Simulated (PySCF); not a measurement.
Compound: C8H10SSi.
SMILES with atom numbers: `[CH3:1][C:2](=[S:3])[C:4]#[C:5][C:6]1=[CH:7][SiH2:8][C@@H:9]1[CH3:10]`

Structure used (GFN2-xTB), in Å, numbered top down from 1:
```xyz
20
C8H10SSi angstrom
C      4.0860   -0.1479   -0.5951
C      3.0619    0.0325    0.4761
S      3.4736    0.4014    2.0252
C      1.7224   -0.1138    0.1348
C      0.5351   -0.2371   -0.1003
C     -0.8293   -0.3727   -0.3278
C     -1.5031   -0.6514   -1.4671
Si    -3.2031   -0.5868   -0.6490
C     -1.9004   -0.2184    0.7385
C     -1.8979    1.1470    1.4095
H      3.9447   -1.1071   -1.0938
H      3.9738    0.6340   -1.3479
H      5.0862   -0.0968   -0.1723
H     -1.0699   -0.8372   -2.4373
H     -4.0688    0.5312   -1.0134
H     -3.9312   -1.8482   -0.5374
H     -1.7971   -0.9892    1.5065
H     -2.7157    1.2221    2.1233
H     -2.0111    1.9383    0.6703
H     -0.9613    1.3108    1.9421
```

NICS = −σ at a ghost point: NICS(0) at the centroid of the ring atoms, NICS(1) 1 Å to either side along the normal of their mean plane, zz for the tensor component along that normal. Level: GIAO PBE0/pcSseg-1 (PySCF, non-relativistic, gas phase) on the GFN2-xTB geometry, one conformer.

Ring bond lengths (Å), with Mayer bond orders in brackets: C6–C7 1.353 (1.70), C7–Si8 1.888 (0.93), Si8–C9 1.939 (0.89), C9–C6 1.519 (0.96).

Task: Give the NICS values of each ring in ppm.

Result: 
| ring | type | NICS(0) | NICS(1), two faces | NICS(1)zz, two faces | rms pucker (Å) | centre to ring atoms, mean (Å) |
| --- | --- | --- | --- | --- | --- | --- |
| C6–C7–Si8–C9 | 4-membered ring with Si; formal bonds 1 double, 3 single | 0.9 | -2.4 / -2.1 | 2.3 / 3.8 | 0.00 | 1.18 |

Task: What can be read from them?

Result: 
- C6–C7–Si8–C9: mean NICS(1)zz 3.1 ppm, deshielded. Si8, C9 have four or more neighbours; no verdict on aromaticity is drawn.

Task: At the second NICS(1) probe listed for ring C6–C7–Si8–C9, 1 Å off the ring, how large is the induced field along the normal in 1 T applied along it?

Result: NICSzz × B0 = 3.8 ppm × 1 T = 4 μT, along the applied field.

Task: Give the inner angles of the rings and the Hirshfeld charges of the ring atoms.

Result: 
- C6–C7–Si8–C9: C6 105.1° (+0.015 e), C7 94.4° (-0.122 e), Si8 73.2° (+0.348 e), C9 87.3° (-0.103 e); sum 360.0° against 360° for a flat convex ring.

Task: What are the shieldings of the ring atoms and their hydrogens in the same run (means over atoms taken as equivalent)?

Result: 
```json
{"atoms": "C6", "environment": "fully substituted alkene carbon", "σ isotropic (ppm)": "28.0", "principal values of the symmetric part, first atom (ppm)": "-79.8, 25.2, 138.6"}
{"atoms": "C7", "environment": "alkene CH carbon", "σ isotropic (ppm)": "28.9", "principal values of the symmetric part, first atom (ppm)": "-73.6, 5.0, 155.5"}
{"atoms": "Si8", "environment": "SiH2 silicon", "σ isotropic (ppm)": "389.1", "principal values of the symmetric part, first atom (ppm)": "351.5, 391.7, 424.1"}
{"atoms": "C9", "environment": "sp3 carbon bound to silicon", "σ isotropic (ppm)": "150.2", "principal values of the symmetric part, first atom (ppm)": "136.2, 144.1, 170.4"}
{"atoms": "H14", "environment": "vinylic hydrogen", "σ isotropic (ppm)": "24.89", "principal values of the symmetric part, first atom (ppm)": "22.9, 24.7, 27.1"}
{"atoms": "H15", "environment": "Si–H hydrogen", "σ isotropic (ppm)": "27.17", "principal values of the symmetric part, first atom (ppm)": "24.3, 25.6, 31.6"}
{"atoms": "H16", "environment": "Si–H hydrogen", "σ isotropic (ppm)": "26.82", "principal values of the symmetric part, first atom (ppm)": "23.9, 24.7, 31.8"}
{"atoms": "H17", "environment": "methine hydrogen", "σ isotropic (ppm)": "29.08", "principal values of the symmetric part, first atom (ppm)": "26.3, 28.1, 32.9"}
```

The run took 2.3 min wall (grids of density and orbitals included) on one thread of an Intel Xeon at 2.70 GHz, shared host, and the process peaked at 1.1 GiB of memory. This is the whole shielding run at PBE0/pcSseg-1, SCF included.
